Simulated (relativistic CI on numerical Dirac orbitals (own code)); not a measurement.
**Ligand-field terms of d8**

Computed with a parametric ligand-field model of a d^n configuration (Racah B and C, spin-orbit zeta, crystal field), exact diagonalisation.

Field parameters in Wybourne normalisation: Td as Oh with Dq negative (B⁴₀ = 21Dq, B⁴₄ = √(5/14) B⁴₀). The field is a parameter set, without covalency.

(1) Ground term and bands for B = 300, C = 1310, ζ = 0 cm⁻¹, Td, 10Dq = -5430 cm⁻¹?

(2) Ground term and bands for B = 300, C = 1310, ζ = 0 cm⁻¹, Td, 10Dq = -300 cm⁻¹?

(3) Ground term and bands for B = 300, C = 1310, ζ = 0 cm⁻¹, Td, 10Dq = -4890 cm⁻¹?

(4) Ground term and bands for B = 300, C = 1310, ζ = 0 cm⁻¹, Td, 10Dq = -2190 cm⁻¹?

(5) Ground term and bands for B = 300, C = 1310, ζ = 0 cm⁻¹, Td, 10Dq = -4620 cm⁻¹?

Results:

(1) Ground term 3T1 with 3.96 electrons in the two orbitals of the cubic e set. Spin-allowed: 3T2 4911 cm⁻¹ (2036 nm), 3T1 8891 cm⁻¹ (1125 nm), 3A2 10341 cm⁻¹ (967 nm). Lowest spin-forbidden: 1T2 4598 cm⁻¹ (2175 nm), 1E 4699 cm⁻¹ (2128 nm), 1A1 9432 cm⁻¹ (1060 nm).

(2) Ground term 3T1 with 3.82 electrons in the two orbitals of the cubic e set. Spin-allowed: 3T2 243 cm⁻¹, 3A2 543 cm⁻¹, 3T1 4686 cm⁻¹ (2134 nm). Lowest spin-forbidden: 1T2 4224 cm⁻¹ (2368 nm), 1E 4363 cm⁻¹ (2292 nm), 1T2 6302 cm⁻¹ (1587 nm).

(3) Ground term 3T1 with 3.95 electrons in the two orbitals of the cubic e set. Spin-allowed: 3T2 4395 cm⁻¹ (2275 nm), 3T1 8400 cm⁻¹ (1190 nm), 3A2 9285 cm⁻¹ (1077 nm). Lowest spin-forbidden: 1T2 4601 cm⁻¹ (2173 nm), 1E 4713 cm⁻¹ (2122 nm), 1A1 9277 cm⁻¹ (1078 nm).

(4) Ground term 3T1 with 3.90 electrons in the two orbitals of the cubic e set. Spin-allowed: 3T2 1881 cm⁻¹, 3A2 4071 cm⁻¹ (2456 nm), 3T1 6072 cm⁻¹ (1647 nm). Lowest spin-forbidden: 1T2 4551 cm⁻¹ (2197 nm), 1E 4762 cm⁻¹ (2100 nm), 1T2 7361 cm⁻¹ (1359 nm).

(5) Ground term 3T1 with 3.95 electrons in the two orbitals of the cubic e set. Spin-allowed: 3T2 4139 cm⁻¹ (2416 nm), 3T1 8157 cm⁻¹ (1226 nm), 3A2 8759 cm⁻¹ (1142 nm). Lowest spin-forbidden: 1T2 4602 cm⁻¹ (2173 nm), 1E 4719 cm⁻¹ (2119 nm), 1A1 9191 cm⁻¹ (1088 nm).
